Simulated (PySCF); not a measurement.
N: excitation energy

N [He] 2s2 2p3 (4S) → N [He] 2s1 2p4 (4P), as a difference of total energies. All numbers are calculated (PySCF 2.14, the non-relativistic Hamiltonian (point nucleus), in aug-cc-pwCVQZ (9s8p6d4f2g, 109 functions)). Correlated levels: valence: 1s2 frozen; valence and next inner shell: nothing frozen. The calculations carry no spin-orbit coupling.

**Question.** Order these methods by the excitation energy they give, lowest first.
A. LC-wPBE
B. SCS-MP2 (valence and next inner shell)
C. r2SCAN
D. UHF

**Answer.** C (10.303 eV), A (10.606 eV), D (10.873 eV), B (11.055 eV).

Errors of the correlated levels include the incompleteness of this basis and the frozen core.

For comparison: 10.927 eV (measured; NIST levels, between the centres of gravity of the two terms).
